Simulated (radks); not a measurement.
The numbers below are computed, except where a source is named.
Question: Radial electron density D(r) = 4 pi r^2 rho(r) of an atom or ion with 4 electrons. Code: a radial shooting solver on a logarithmic mesh with Libxc functionals. Model: non-relativistic Kohn-Sham, PBEsol, spin-polarised, spherical densities, point nucleus.

```
   r/bohr * D(r) (the largest magnitude, 3.95, reaches the edge; | marks zero)
  0.03002 |   *
  0.03357 |    *
  0.03725 |     *
  0.04167 |       *
  0.04661 |        *
  0.05171 |          *
  0.05784 |            *
   0.0647 |              *
  0.07179 |                 *
   0.0803 |                    *
   0.0891 |                       *
  0.09966 |                           *
   0.1115 |                               *
   0.1237 |                                  *
   0.1383 |                                       *
   0.1547 |                                           *
   0.1717 |                                              *
    0.192 |                                                 *
   0.2148 |                                                    *
   0.2383 |                                                     *
   0.2666 |                                                      *
   0.2958 |                                                     *
   0.3309 |                                                   *
   0.3701 |                                                *
   0.4106 |                                            *
   0.4593 |                                      *
   0.5137 |                                *
     0.57 |                          *
   0.6376 |                    *
   0.7075 |               *
   0.7913 |           *
   0.8851 |        *
   0.9821 |       *
    1.099 |      *
    1.229 |      *
    1.363 |       *
    1.525 |        *
    1.706 |         *
    1.893 |          *
    2.117 |          *
    2.349 |          *
    2.627 |         *
    2.939 |       *
    3.261 |     *
    3.647 |    *
    4.079 |  *
    4.527 | *
    5.063 |*
    5.663 |*
    6.284 *
    7.028 *
    7.799 *
    8.723 *
    9.757 *
```

What is the nuclear charge?

Answer: Z = 4. The innermost maximum, from 1s, lies near 1/Z = 0.25 bohr (found: 0.264), and its height grows with Z. The density is that of neutral beryllium in [He] 2s2; the configuration itself is not fixed sharply by these data. D(r) has 2 maxima, at r = 0.264, 2.05 bohr, and minima at 1.11 bohr, inside which lie 2.06 electrons.
